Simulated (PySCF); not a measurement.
Atom-mapped SMILES (the numbers label the heavy atoms): `[CH2:1]=[C:2]1[CH:3]=[C:4]([C:5]([F:6])([F:7])[F:8])/[C:9]1=[CH:10]\[O:11][CH3:12]` (H(Xn): hydrogen on atom n). Ha(C1) is cis to C3; Hb(C1) is trans to C3.

A single conformation, non-relativistic, one averaged value for each set of equivalent atoms, isolated molecule. Geometry from GFN2-xTB; shielding tensors at PBE0/pcSseg-1 (GIAO); PySCF 2.14.

References, each an isolated molecule treated in the same way: ¹³C (σref 186.93) and ¹H (σref 31.72) vs TMS; ¹⁹F (σref 170.95) against CFCl3; ¹⁷O (σref 336.08) vs H2O.

| atoms | nucleus | count | δ (ppm) |
| --- | --- | --- | --- |
| C12 | ¹³C | 1 | ? |
| H(C3) | ¹H | 1 | 6.92 |
| C10 | ¹³C | 1 | 140.2 |
| O11 | ¹⁷O | 1 | 92.9 |
| C2 | ¹³C | 1 | 151.0 |
| C9 | ¹³C | 1 | ? |
| H(C12) | ¹H | 3 | 3.87 |
| C1 | ¹³C | 1 | ? |
| F6/F7/F8 | ¹⁹F | 3 | -79.6 |
| C4 | ¹³C | 1 | 152.4 |
| Hb(C1) | ¹H | 1 | 5.11 |
| C5 | ¹³C | 1 | ? |
| H(C10) | ¹H | 1 | ? |
| C3 | ¹³C | 1 | 145.6 |
| Ha(C1) | ¹H | 1 | 5.25 |

Question: Fill in the missing shifts.

Answer: 
- C5: 129.9 ppm, CF3 carbon; 3 electronegative neighbours deshield it
- C9: 121.5 ppm, β carbon of an enol-ether or enamine type C=C
- C1: 105.3 ppm, terminal =CH2 carbon; as expected for a trigonal carbon in a double bond
- C12: 60.8 ppm, methyl carbon bonded to O; pulled downfield by the heteroatom
- H(C10): 6.19 ppm, hydrogen on an alkene carbon bearing oxygen; attached to an sp2 carbon and in the plane of the double bond

Shifts are as computed. Against solution values, carbons near 30 ppm lie about +3 ppm off and those near 130 ppm about +5 ppm. Of 1211 compounds with measured shifts, 218 miss one by over three times the rms of a fit or turn the order of signals round; such compounds aren't used in these exercises. Unscaled 19F shifts against computed CFCl3 carry errors that often reach 10 to 50 ppm. Experimental scales use liquid or dissolved standards, which lie at an offset from isolated H2O (liquid H2O: subtract about 36 ppm).
